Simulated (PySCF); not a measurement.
# Spinor energies of Zr⁻ (zirconium, charge -1)

Start: [Kr] 4d3 5s2; 4d3/2 filled at m_j = -1/2, +1/2, +3/2. Calculated with PySCF 2.14 in x2c-SVPall-2c with one added diffuse shell each of s, p, d type (7s9p7d1f, 76 functions): generalised Hartree-Fock with the X2C-1e Hamiltonian and a Gaussian nucleus; one run each with spin-orbit coupling (SO) switched off, then screened by Boettger's factors.

```tsv
spinor shell	electrons	ε, spin-free (eV)	ε, screened SO (eV)	weight of nominal j (screened SO)	rms radius, screened SO (bohr)
1s1/2	2	-18088.5	-18087.7	1.000	0.0426
2s1/2	2	-2571.6	-2571.3	1.000	0.176
2p1/2	2	-2287.1	-2346.4	1.000	0.154
2p3/2	4	-2287.1	-2259.0	1.000	0.158
3s1/2	2	-447.01	-446.92	1.000	0.488
3p1/2	2	-351.40	-361.22	1.000	0.489
3p3/2	4	-351.40	-346.67	1.000	0.500
3d3/2	4	-194.31	-195.93	0.988	0.493
3d5/2	6	-194.31	-193.12	0.992	0.497
4s1/2	2	-61.744	-61.703	1.000	1.30
4p1/2	2	-34.535	-37.583	0.710	1.50
4p3/2	4	-34.535	-32.995	0.855	1.48
4d3/2	3	-2.828	-2.837	0.618	2.72
5s1/2	2	-1.049	-1.045	0.995	7.17
```

| quantity | spin-free | screened SO |
| --- | --- | --- |
| E (hartree) | -3595.69477 | -3596.02637 |
| M_J | 3/2 | 3/2 |
| ⟨J²⟩ | 7.226 | 7.097 |
| ⟨L²⟩ | 12.013 | 12.014 |
| ⟨S²⟩ | 4.213 | 4.215 |

At GHF the highest occupied level has a positive energy, so only the finite basis holds that electron. The determinant has a definite M_J but mixes levels of different J.

Each row is a mean over spinors that exchange with the open shell spreads, by up to 2.576 eV (4s1/2).

Rows whose weight is well below 1 are mixtures of j = l ± 1/2: exchange outweighs spin-orbit coupling there, and the label is only the starting occupation.

Breit and QED terms are absent; they matter most for the inner s and p1/2 levels.

Densities and radii are taken from the X2C orbitals without a picture-change correction, which distorts them close to the nucleus.

Without spin-orbit coupling the j labels of p, d and f shells carry no meaning; the spin-free column gives the mean over the occupied spinors of each nl shell, and its ⟨J²⟩ belongs to a mixture of degenerate components.
